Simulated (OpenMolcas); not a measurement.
# Multiconfigurational calculation on Ta+

Input:

```
&GATEWAY
Coord
1

Ta 0.0 0.0 0.0
Basis=ANO-RCC-VQZP
Group=XYZ
NoMove
AngMom=0.0 0.0 0.0
AMFI
&SEWARD
&RASSCF
FileOrb=start.orb
Symmetry=1
Spin=5
nActEl=4 0 0
Inactive=15 19
Ras2=6 0
CIRoot=15 15 1
SDav=15
CIMx=300
Iter=120 100
PrWF=0.3
OrbListing=Nothing
MaxOrb=0
Atom
>>> COPY $Project.JobIph JOBPRE
&RASSCF
FileOrb=start.orb
Symmetry=1
Spin=5
nActEl=4 0 0
Inactive=15 19
Ras2=11 0
CIRoot=15 15 1
SDav=330
CIMx=300
Iter=120 100
PrWF=0.3
OrbListing=Nothing
MaxOrb=0
Atom
>>> COPY $Project.JobIph JOB001
&RASSCF
FileOrb=start.orb
Symmetry=1
Spin=3
nActEl=4 0 0
Inactive=15 19
Ras2=11 0
CIRoot=62 62 1
SDav=1485
CIMx=300
Iter=120 100
PrWF=0.3
OrbListing=Nothing
MaxOrb=0
Atom
CIOnly
>>> COPY $Project.JobIph JOB002
&RASSCF
FileOrb=start.orb
Symmetry=1
Spin=1
nActEl=4 0 0
Inactive=15 19
Ras2=11 0
CIRoot=62 62 1
SDav=1210
CIMx=300
Iter=120 100
PrWF=0.3
OrbListing=Nothing
MaxOrb=0
Atom
CIOnly
>>> COPY $Project.JobIph JOB003
&RASSI
NrOfJobIphs=3 15 45 14
1 2 3 4 5 6 7 8 9 10 11 12 13 14 15
1 2 3 4 5 6 7 8 9 10 11 12 13 14 15 16 17 18 19 20 21 22 23 24 25 26 27
28 29 30 31 32 33 34 35 36 37 38 39 40 41 42 43 44 45
1 2 3 4 5 6 7 8 9 10 11 12 13 14
IphNames
JOB001
JOB002
JOB003
EJob
SpinOrbit
DIPRint=1.0
SOCoupling=1000.0
Subsets=2
MEES
Property=10
'ANGMOM' 1 'ANGMOM' 2 'ANGMOM' 3 'MLTPL  1' 1 'MLTPL  1' 2 'MLTPL  1' 3
'AMFI' 1 'AMFI' 2 'AMFI' 3 'MLTPL  2' 6
SOProperty=3
'ANGMOM' 1 'ANGMOM' 2 'ANGMOM' 3
```

A driver script runs the steps one by one and writes start.orb anew before each from the orbitals found so far, so a CI-only block uses the converged orbitals of the first block.

Output, cut to the results:

```
--- SEWARD ---
Basis set label: TA.ANO-RCC...9S8P6D4F3G2H.

      Electronic valence basis set:
      ------------------
      Associated Effective Charge  73.000000 au
      Associated Actual Charge     73.000000 au
      Nuclear Model: Point charge

      Shell  nPrim  nBasis  Cartesian Spherical Contaminant
         s      24       9        X
         p      21       8        X
         d      15       6                 X
         f      11       4                 X
         g       4       3                 X
         h       2       2                 X
                  Relativistic Douglas-Kroll-Hess integrals:
                    - DKH order of Hamiltonian: 2
                    - DKH order of Properties : 0
                  Atomic mean-field integrals
--- RASSCF ---
Wave function specifications:
      -----------------------------

      Number of closed shell electrons          68
      Number of electrons in active shells       4
      Max number of holes in RAS1 space          0
      Max nr of electrons in RAS3 space          0
      Number of inactive orbitals               34
      Number of active orbitals                 11
      Number of secondary orbitals              95
      Spin quantum number                      2.0
      State symmetry                             1
Orbital specifications:
      -----------------------

      Symmetry species                           1   2
                                                ag  au
      Frozen orbitals                            0   0
      Inactive orbitals                         15  19
      Active orbitals                           11   0
      RAS1 orbitals                              0   0
      RAS2 orbitals                             11   0
      RAS3 orbitals                              0   0
      Secondary orbitals                        40  55
      Deleted orbitals                           0   0
      Number of basis functions                 66  74
      Number of CSFs                           330
      Number of root(s) required                15
      Iter CI   SX   CI       RASSCF       Energy    max ROT     max BLB   max BLB  Level Ln srch  Step   QN
          iter iter root      energy       change     param      element    value   shift minimum  type update
 Nr of preliminary CI iterations:   1
      Total energies have been shifted. Add               -15000.00 au
        1   1   12    0  -589.65397002    0.00E+00   6.07E-02   17  31 1 -2.64E-03*  0.05   0.00    SX    NO
        2   1   11    0  -589.65448873   -5.19E-04*  4.00E-02   17  31 1 -1.06E-03*  0.05   0.00    SX    NO
        3   1   11    0  -589.65455678   -6.80E-05*  1.77E-02   17  31 1 -5.09E-04*  0.05   0.00    SX    NO
        4   1    9    0  -589.65457181   -1.50E-05*  7.97E-03   17  31 1 -2.49E-04*  0.05   0.00    SX    NO
        5   1    9    0  -589.65457497   -3.16E-06*  4.82E-03   17  23 2 -1.46E-04*  0.05   1.62    LS   YES
        6   1    8    0  -589.65457575   -7.79E-07*  1.77E-03   17  23 2 -7.30E-05   0.05   1.31    QN   YES
        7   1    6    0  -589.65457582   -7.62E-08* -4.87E-06   17  23 2 -1.72E-05   0.05   1.02    QN   YES
        8   1    6    0  -589.65457583   -1.60E-09   1.88E-05   17  23 2 -2.45E-05   0.05   1.25    QN   YES
      Convergence after  8 iterations
        9   1    6    0  -589.65457582    5.04E-09   1.88E-05   13  33 2  1.06E-04*  0.05   1.25    QN   YES
      Natural orbitals and occupation numbers for root  1
      sym 1:   0.009347   0.988735   0.988740   0.997836   0.009320   0.999721   0.000039   0.002048   0.000038   0.002079
               0.002097
      Natural orbitals and occupation numbers for root  2
      sym 1:   0.983635   0.014421   0.983629   0.014411   0.997874   0.999721   0.002053   0.000049   0.002097   0.000049
               0.002061
      Natural orbitals and occupation numbers for root  3
      sym 1:   0.181042   0.181097   0.816941   0.997921   0.816964   0.999737   0.000374   0.000393   0.002069   0.001732
               0.001730
::    RASSCF root number  1 Total energy: -15589.68060580
::    RASSCF root number  2 Total energy: -15589.68060580
::    RASSCF root number  3 Total energy: -15589.68060580
::    RASSCF root number  4 Total energy: -15589.68060580
::    RASSCF root number  5 Total energy: -15589.68060580
::    RASSCF root number  6 Total energy: -15589.68060580
::    RASSCF root number  7 Total energy: -15589.68060580
...
--- RASSI ---
SPIN-FREE ENERGIES:
  (Shifted by EMIN (a.u.) =     -15589.6806057986)

 SF State       Relative EMIN(au)   Rel lowest level(eV)    D:o, cm**(-1)      L_eff

     1             0.0000000000        0.0000000000              0.0000         3.0
     2             0.0000000000        0.0000000000              0.0000         3.0
     3             0.0000000000        0.0000000000              0.0000         3.0
     4             0.0000000000        0.0000000000              0.0000         3.0
     5             0.0000000000        0.0000000000              0.0000         3.0
     6             0.0000000000        0.0000000000              0.0000         3.0
     7             0.0000000000        0.0000000000              0.0000         3.0
    16             0.0221651896        0.6031455344           4864.6968         1.0
    17             0.0221651896        0.6031455344           4864.6968         1.0
    18             0.0221651896        0.6031455344           4864.6968         1.0
    19             0.0348237588        0.9476027519           7642.9316         3.0
    20             0.0348237588        0.9476027519           7642.9316         3.0
    21             0.0348237588        0.9476027519           7642.9316         3.0
    22             0.0348237588        0.9476027519           7642.9316         3.0
    23             0.0348237588        0.9476027519           7642.9316         3.0
    24             0.0348237588        0.9476027519           7642.9316         3.0
    25             0.0348237588        0.9476027519           7642.9316         3.0
    10             0.0421065146        1.1457766326           9241.3118         1.0
     8             0.0421065146        1.1457766326           9241.3118         1.0
     9             0.0421065146        1.1457766326           9241.3118         1.0
    61             0.0448969605        1.2217085330           9853.7439         2.0
...
```

Levels above the lowest, from the spin-orbit matrix, grouped by J:

```csv
Configuration,Term,J,E (cm⁻¹),Measured (cm⁻¹),g,Term weight %,Second
5d³ 6s,⁵F,1,0.0,0.0,0.019,96,4 ³D
5d³ 6s,⁵F,2,1130,1031,1.004,96,3 ³D
5d³ 6s,⁵F,3,2809,2642,1.249,98,
5d³ 6s,⁵F,4,4797,4416,1.344,97,2 ³G
5d³ 6s,³P(1),0,5891,,,91,6 5d⁴ ⁵D
5d³ 6s,⁵F,5,6811,6187,1.388,93,6 ³G
5d³ 6s,³P(1),1,6929,,1.568,85,8 ⁵P
5d³ 6s,³P(1),2,7544,,1.215,43,22 5d² 6s² ³F
5d² 6s²,³F,2,8650,3180,0.925,71,20 5d³ 6s ³P(1)
5d² 6s²,³F,3,11112,6831,1.078,94,4 5d³ 6s ³G
5d³ 6s,⁵P,1,12521,,2.317,81,11 5d⁴ ⁵D
5d³ 6s,³F,2,12707,,1.102,34,32 ¹D
5d² 6s²,³F,4,13718,9746,1.218,67,12 5d³ 6s ³G
5d⁴,⁵D,0,13831,,,91,7 5d³ 6s ³P(1)
5d⁴,⁵D,1,14260,,1.566,81,9 5d³ 6s ⁵P
5d⁴,⁵D,2,14375,,1.518,53,26 5d³ 6s ⁵P
5d³ 6s,⁵P,3,14685,,1.605,90,4 ³G
5d³ 6s,³G,3,15055,,0.899,68,20 ³F
5d⁴,⁵D,2,15155,,1.485,41,29 5d³ 6s ⁵P
5d³ 6s,³G,4,16110,,1.063,65,14 5d² 6s² ³F
5d⁴,⁵D,3,16136,,1.463,92,3 5d³ 6s ³G
5d³ 6s,¹G,4,17499,,0.990,60,25 ³H
5d³ 6s,³G,5,17576,,1.156,62,33 ³H
5d³ 6s,¹D,2,17875,,0.939,43,37 ³F
```

Against the 7 measured excited levels shown (NIST Handbook of Basic Atomic Spectroscopic Data) the mean absolute deviation is 2100 cm-1; the largest miss in energy is 5d² 6s² ³F₂ [71 %]: computed 8650, measured 3180 cm⁻¹ (+172.0 %).

Without dynamic correlation excited terms often stand tens of per cent too high (terms of higher spin than the ground term too low), and those without a measured partner can miss by more than the paired ones. Terms from blocks run as CI alone lack orbitals of their own. Active for correlation alone: 6d; no level in the range computed is led by a configuration that fills it, so any true level of that kind is missing. Measured partners are found by configuration, term and J. A level has none where our copy of the source lacks it or the pairing is in doubt (some pairs that miss far off the trend of their configuration count as doubtful), and it then counts in no deviation. Only configurations of the active space appear. The first state left out of the spin-orbit step lies near 25000 cm-1 above the lowest spin-free state of the reference (among the parities and spins computed), and the list stops at four fifths of that energy or lower. The table shows the lowest 24 of 26 levels.

The term weight is that of the spin-free term in the level, not the purity of its configuration. A share in square brackets marks a mixed level and gives the weight of the term that names it. A number in round brackets counts repeated terms of one configuration in the order of the reference energies.
